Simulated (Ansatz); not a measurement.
The first iterations of a band of FGe2H5 + H2O (11 atoms, charge 0, multiplicity 1).

Theory: RKS PBE-D4/def2-SVP (Ansatz).

* movable images: 8
* climbing image: no
* spring: 5.0 eV/Å²
* optimiser: quadratic models (default)
* start path: through a guess of the saddle point
* force threshold: 0.05 eV/Å
* iteration limit: 60
* end points: relaxed

First end point:

```xyz
11
Properties=species:S:1:pos:R:3
Ge 0.272 -0.317 0.188
Ge 0.200 -0.058 2.611
H -0.675 -1.156 3.253
H 1.652 -0.196 3.158
H -0.320 1.356 2.955
H 1.664 -0.085 -0.469
F -0.716 1.002 -0.534
H -0.358 -1.629 -0.363
O -2.541 0.241 1.312
H -2.175 0.798 0.587
H -3.010 -0.462 0.827
```

Last end point:

```xyz
11
Properties=species:S:1:pos:R:3
Ge -0.472 0.182 -0.535
Ge -0.118 -0.322 3.422
H -0.530 -0.977 4.761
H 0.903 -1.236 2.696
H 0.535 1.055 3.691
H 0.398 1.182 0.250
F -0.223 0.477 -2.254
H -0.188 -1.329 -0.337
O -2.160 0.616 -0.148
H -2.790 -0.018 -0.539
H -1.362 -0.136 2.519
```

| iteration | highest image above the first end (eV) | largest band force component (eV/Å) |
| --- | --- | --- |
| 1 | 38.726 | 206.613 |
| 2 | 9.778 | 50.360 |
| 3 | 5.088 | 31.671 |
| 4 | 1.791 | 14.270 |
| 5 | 1.548 | 6.250 |
| 6 | 1.898 | 9.988 |
| 7 | 1.512 | 2.643 |
| 8 | 1.962 | 3.896 |
| 9 | 1.961 | 0.882 |
| 10 | 2.086 | 4.066 |

Task: Does the band converge within its limit, and where does its top end?

Result: It converged. It ended after 30 iterations with the highest image 1.218 eV above the first end. No image climbed, so the highest image needn't sit at the top of the path. The orbitals stay closed-shell, which can raise the energy where a bond breaks towards radicals; this wasn't checked here.

Run time: 4.5 min on 4 threads of Arm Neoverse V2, with other jobs on the host, peak memory 0.21 GiB.
